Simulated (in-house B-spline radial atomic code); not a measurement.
# KLI/ALDAx excitations of neutral magnesium

Method: KLI/ALDAx. Computed with a B-spline radial code for spherical atoms: linear response of the closed shell [Ne] 3s2 with the adiabatic LDA exchange kernel on the exchange-only KLI potential; scalar-relativistic (spin-free one-electron X2C), finite nucleus, no spin-orbit coupling, no double excitations, S, P, D and F terms only.

Command:
```bash
python run_td.py task.json out
```
Settings (radii: box in bohr, nucleus in fm):
```
Z                        12
electrons                12
configuration            [Ne] 3s2
hamiltonian              x2c
method                   kli
box_radius               75
rms_radius               3.057
intervals                116
```

Cost of the run: 1.1 s on 1 thread of Arm Neoverse N1, on a shared host.

The lowest states, in the order of their Tamm-Dancoff energies; the method's threshold (minus the highest occupied level) is 6.879 eV. Labels give the largest channel, * marks a mixed state, and oscillator strengths are full-response dipole values. Measured ¹D terms are left out, since they can mix with doubly excited terms. Semilocal kernels can invert the small singlet-triplet splittings of Rydberg terms. Energies in eV:

```csv
state,full response,Tamm-Dancoff,oscillator strength,measured (J-weighted term)
3s → 3p 3P,1.857,2.177,-,2.714
3s → 3p 1P,4.057,4.217,1.54,4.346
3s → 4s 3S,4.311,4.334,-,5.108
3s → 4s 1S,?,?,-,?
3s → 3d 3D,4.984,5.014,-,5.946
3s → 4p 3P,?,?,-,?
3s → 3d 1D,5.240,5.242,-,-
3s → 4p 1P,5.479,5.536,0.2,6.118
3s → 5s 3S,5.664,5.669,-,6.431
3s → 5s 1S,5.805,5.810,-,6.516
```

**Question.** Where does 3s → 4s 1S lie?

**Answer.** At 4.788 eV in full response, 4.804 eV in Tamm-Dancoff; measured 5.394 eV.

**Question.** Where does 3s → 4p 3P lie?

**Answer.** At 5.112 eV in full response, 5.133 eV in Tamm-Dancoff; measured 5.932 eV.

**Question.** How large is the singlet-triplet splitting of 3s → 3p (P terms) in Tamm-Dancoff?

**Answer.** 2.04 eV, from the unrounded values.

**Question.** What polarisabilities and dispersion coefficient does the method give?

**Answer.** Dipole 77.26 bohr³, quadrupole 1031 bohr⁵, C6 701.4 hartree·bohr⁶ for two such species. Recommended dipole value: 71.2 ± 0.4 bohr³ (Schwerdtfeger and Nagle, table of static dipole polarizabilities (2023 update)), which includes relativity and correlation.
